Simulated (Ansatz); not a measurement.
Molecular dynamics, step by step

BH2ClF2, closed shell, PBE0-D4/def2-SVP (Ansatz 0.2.0). Settings (timestep in fs, temperature in K; T counts 12 degrees of freedom):

```yaml
hamiltonian: {xc: pbe0, dispersion: d4}
md: {n_steps: 40, timestep: 1.0, temperature: 300, ensemble: nve, seed: 307, initial_velocities: maxwell_boltzmann}
```

Start, the saddle point found with PBE0-D4 in triple zeta (not stationary at another level):

```
6
angstrom
B -0.2609 0.2221 -0.2780
H 1.0384 0.4459 -0.2293
F -0.6026 -0.3684 -1.4106
F -0.9417 1.2496 0.2004
H 0.8777 -0.3052 0.4913
Cl -0.1109 -1.2440 1.2262
```

```tsv
step	time (fs)	potential energy less the start (meV)	kinetic energy (meV)	T (K)
0	0.00	0.0	155.1	300
2	2.00	15.8	139.8	270
4	4.00	41.5	114.8	222
6	6.00	32.1	124.6	241
8	8.00	-36.3	192.6	372
10	10.00	-133.0	287.0	555
12	12.00	-189.7	347.3	672
14	14.00	-389.6	543.5	1051
16	16.00	-610.2	765.7	1481
18	18.00	-867.5	1022.5	1978
20	20.00	-1104.3	1256.7	2431
22	22.00	-1276.0	1426.3	2759
24	24.00	-1320.3	1475.3	2853
26	26.00	-1356.7	1509.0	2919
28	28.00	-1306.8	1463.8	2831
30	30.00	-1280.2	1429.7	2765
32	32.00	-1143.7	1300.8	2516
34	34.00	-1101.8	1252.1	2422
36	36.00	-957.1	1117.1	2160
38	38.00	-917.1	1069.1	2068
40	40.00	-852.0	1010.4	1954
```

Step 18, positions (Å) and forces (eV/Å):

| atom | x | y | z | Fx | Fy | Fz |
| --- | --- | --- | --- | --- | --- | --- |
| B1 | -0.377 | 0.070 | -0.163 | -1.131 | -0.341 | 1.064 |
| H2 | 1.314 | 0.698 | -0.394 | -0.137 | -0.670 | 0.594 |
| F3 | -0.560 | -0.406 | -1.395 | 0.207 | 0.669 | 0.641 |
| F4 | -0.905 | 1.245 | 0.249 | 0.685 | -1.158 | -0.836 |
| H5 | 1.205 | 0.101 | 0.163 | 0.765 | 1.058 | -0.885 |
| Cl6 | -0.135 | -1.194 | 1.171 | -0.389 | 0.441 | -0.578 |

Step 26, positions (Å) and forces (eV/Å):

```csv
atom,x,y,z,Fx,Fy,Fz
B1,-0.518,-0.048,-0.056,-0.638,1.586,-2.309
H2,1.548,1.060,-0.620,0.563,-0.790,0.654
F3,-0.531,-0.387,-1.351,-0.027,0.138,0.959
F4,-0.861,1.200,0.235,0.080,-0.492,-0.011
H5,1.863,0.489,-0.163,-0.365,0.857,-0.673
Cl6,-0.156,-1.165,1.138,0.386,-1.299,1.380
```

Step 34, positions (Å) and forces (eV/Å):

```json
{"atom": "B1", "x": "-0.687", "y": "-0.093", "z": "-0.051", "Fx": "1.512", "Fy": "0.572", "Fz": "-0.531"}
{"atom": "H2", "x": "1.900", "y": "1.368", "z": "-0.795", "Fx": "0.443", "Fy": "-0.250", "Fz": "0.156"}
{"atom": "F3", "x": "-0.504", "y": "-0.366", "z": "-1.286", "Fx": "-0.505", "Fy": "-0.978", "Fz": "-2.239"}
{"atom": "F4", "x": "-0.817", "y": "1.146", "z": "0.221", "Fx": "-1.152", "Fy": "2.298", "Fz": "0.835"}
{"atom": "H5", "x": "2.536", "y": "0.987", "z": "-0.566", "Fx": "-0.449", "Fy": "0.252", "Fz": "-0.152"}
{"atom": "Cl6", "x": "-0.172", "y": "-1.157", "z": "1.126", "Fx": "0.151", "Fy": "-1.895", "Fz": "1.930"}
```

Last step (40):

| atom | x (Å) | y (Å) | z (Å) |
| --- | --- | --- | --- |
| B1 | -0.7672 | -0.0962 | -0.0776 |
| H2 | 2.2041 | 1.5729 | -0.9053 |
| F3 | -0.4933 | -0.3685 | -1.2768 |
| F4 | -0.8047 | 1.1455 | 0.2252 |
| H5 | 3.0052 | 1.3896 | -0.8882 |
| Cl6 | -0.1821 | -1.1714 | 1.1384 |

Hardware: 2 CPU threads of an Arm Neoverse V1, shared host. Wall time about 45 s.
